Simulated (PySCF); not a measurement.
C₂H₇FO₂Si, SMILES [Si@H](O)(F)[C@@H](C)O. Geometry: PBE-D3(BJ)/def2-SVP. The structure was generated by enumeration; whether it is a known compound was not checked. One conformer was computed; it need not be the lowest.

Computed equilibrium geometry at PBE-D3(BJ)/def2-SVP (PySCF confirms it by a frequency run) as a Z-matrix (one conformer of several):
```
C
H 1 1.1203
O 1 1.4372 2 111.29
H 3 0.9768 1 106.86 2 -65.17
C 1 1.5230 2 108.56 3 118.87
H 5 1.1084 1 110.83 2 56.53
H 5 1.1094 6 108.47 1 121.00
H 5 1.1094 6 108.66 7 116.65
Si 1 1.8879 2 108.75 3 -117.41
F 9 1.6530 1 104.11 2 75.77
O 9 1.6683 10 110.05 4 135.58
H 11 0.9727 9 116.92 10 74.89
H 9 1.5004 10 105.73 4 -102.80
```
